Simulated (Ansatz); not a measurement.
Consider the redistribution: `F[SiH2]C1C[SiH2]1` + `BCB` → `BC[SiH2]F` + `BC1C[SiH2]1`.

Program: Ansatz. Geometries: PBE0-D4/def2-TZVP. ΔE: electronic, gas phase. CBS: MP2 limit from def2 TZ/QZ plus the TZ coupled-cluster correction, frozen cores. DFT in def2-TZVPP. B3LYP here is the variant with VWN-RPA as its local correlation; programs differ in this. Each species was taken in one conformer, which may not be the lowest.

**Question.** Is it downhill or uphill in electronic energy at CCSD(T)/CBS, and by how much? (An estimate is asked.)

**Answer.** Computed: Downhill: ΔE = -42.8 kJ/mol.

**Question.** What do these levels give: r2SCAN-D4, B3LYP-D4, ωB97M-V, B2PLYP, PBE, r2SCAN, HF/def2-TZVPP, MP2/def2-TZVPP, SCS-MP2/def2-TZVPP, CCSD/def2-TZVPP, HF/def2-QZVPP, CCSD/CBS(def2)? (Estimate.)

**Answer.** The calculation gave: r2SCAN-D4 -48.4, B3LYP-D4 -41.0, ωB97M-V -43.5, B2PLYP -42.4, PBE -52.1, r2SCAN -48.6, HF/def2-TZVPP -22.9, MP2/def2-TZVPP -46.2, SCS-MP2/def2-TZVPP -41.0, CCSD/def2-TZVPP -39.4, HF/def2-QZVPP -22.8, CCSD/CBS(def2) -38.7 kJ/mol.

Largest T1 diagnostic among the species: 0.011.

From PBE to PBE0 (25 % exact exchange), in def2-TZVPP and without D4, ΔE moves by +3.8 kJ/mol. In def2-TZVPP, CCSD(T) changes the Hartree–Fock value by −20.6 kJ/mol (the triples alone add −4.1 kJ/mol) and MP2 by −23.3 kJ/mol.
